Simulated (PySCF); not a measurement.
CLiN, SMILES [Li][C][N] (connectivity only; charge and spin as stated), neutral, multiplicity 1. Heavy atoms are numbered as in [Li:1][C:2][N:3].

Geometry optimised at B3LYP-D3(BJ)/def2-TZVPD.

All values below come from PySCF with PBE0/def2-TZVPD.

ESP charges are fitted to the potential on shells at 1.4 to 2.0 van der Waals radii. Atomic charges (e), one atom of each kind:

```json
[
 {"atom": "Li1", "meta-Löwdin": "0.77", "ESP fit": "0.78"},
 {"atom": "C2", "meta-Löwdin": "-0.49", "ESP fit": "-0.48"},
 {"atom": "N3", "meta-Löwdin": "-0.28", "ESP fit": "-0.30"}
]
```
